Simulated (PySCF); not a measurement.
SrIn: input and log

State: quartet, unpaired electrons σ ↑, π ↑↑, a second solution, started from another occupation.

An equivalent input (the run itself took its basis sets from the Basis Set Exchange, started from a PBE0 density and held the occupation σ 7α 6β, πx 4α 3β, πy 4α 3β, δx 1α 1β, δy 1α 1β):

```python
from pyscf import gto, dft
mol = gto.M(atom='Sr 0 0 0; In 0 0 3.455', basis={'Sr': 'def2-SVP', 'In': 'def2-SVP'}, ecp={'Sr': 'def2-SVP', 'In': 'def2-SVP'},
            charge=0, spin=3, verbose=4, symmetry='C2v')
mf = dft.UKS(mol, xc='PBE0')
mf.grids.atom_grid = (80, 434)
mf.grids.prune = dft.gen_grid.treutler_prune
mf.irrep_nelec = {'A1': (8, 7), 'A2': (1, 1), 'B1': (4, 3), 'B2': (4, 3)}
mf.conv_tol = 1e-9
mf.max_cycle = 60
mf.diis_space = 10
mf.kernel()
```

The log (some set-up lines and the per-cycle HOMO/LUMO lines removed):

```
******** <class 'pyscf.dft.uks_symm.SymAdaptedUKS'> ********
method = SymAdaptedUKS
damping factor = 0
level_shift factor = 0
DIIS = <class 'pyscf.scf.diis.CDIIS'>
diis_start_cycle = 1
diis_space = 10
diis_damp = 0
SCF conv_tol = 1e-09
SCF conv_tol_grad = None
SCF max_cycles = 60
number electrons alpha = 17  beta = 14
Set gradient conv threshold to 3.16228e-05
init E= -220.7633195586
cycle= 1 E= -220.771133535812  delta_E= -0.00781  |g|= 0.00838  |ddm|= 0.0503
cycle= 2 E= -220.771085473936  delta_E= 4.81e-05  |g|= 0.0117  |ddm|= 0.059
cycle= 3 E= -220.771258016247  delta_E= -0.000173  |g|= 0.002  |ddm|= 0.0331
cycle= 4 E= -220.771262092511  delta_E= -4.08e-06  |g|= 0.000644  |ddm|= 0.00577
cycle= 5 E= -220.77126322312  delta_E= -1.13e-06  |g|= 0.000235  |ddm|= 0.00301
cycle= 6 E= -220.771263487447  delta_E= -2.64e-07  |g|= 6.3e-05  |ddm|= 0.002
cycle= 7 E= -220.771263519206  delta_E= -3.18e-08  |g|= 1.93e-05  |ddm|= 0.000799
cycle= 8 E= -220.771263520603  delta_E= -1.4e-09  |g|= 4.65e-06  |ddm|= 0.000179
cycle= 9 E= -220.77126352073  delta_E= -1.28e-10  |g|= 1.28e-06  |ddm|= 5.66e-05
Extra cycle  E= -220.77126352074  delta_E= -9.83e-12  |g|= 1.12e-06  |ddm|= 1.1e-05
converged SCF energy = -220.77126352074  <S^2> = 3.7519802  2S+1 = 4.00099
```

A point of this curve took 0.8 CPU seconds beside 0.29 for the integrals, on Oxide Virtual Turin-like (shared host).

Spin–orbit coupling is left out.
